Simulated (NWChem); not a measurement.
System: CH4MgOS; SMILES [S](C)[Mg][OH]

```xyz
8

Mg     0.0053    -1.2054     0.0088
O     -0.3071    -2.9369     0.0040
H     -0.3896    -3.8841     0.0018
S      0.4125     1.0618     0.0152
C     -1.2606     1.8099    -0.0086
H     -1.8201     1.5516    -0.9189
H     -1.1222     2.8999     0.0043
H     -1.8542     1.5349     0.8747
```
Atoms are numbered in this order, from 1.

Level: PBE0/def2-SVP (NWChem), optimised geometry, unscaled harmonic frequencies. 

```csv
frequency (cm⁻¹),IR intensity (km/mol)
75,1.6
83,17.4
105,172.6
145,153.4
150,2.4
191,4.2
376,7.1
723,4.8
841,125.2
953,8.1
968,5.6
1336,17.0
1454,6.0
1459,6.3
3064,29.8
3170,3.7
3174,1.7
4103,142.7
```

The zero-point energy is 32.0 kcal/mol, the thermal correction to the enthalpy at 298.15 K (with zero-point energy) is 37.3 kcal/mol and the heat capacity Cv is 21.5 cal/(mol K). The entropy at 298.15 K and 1 atm (symmetry number 1) comes out as 86.3 cal/(mol K). The dipole moment comes out as 1.63 D.

Rigid rotor and harmonic oscillator; modes under 100 cm⁻¹ make the entropy uncertain.
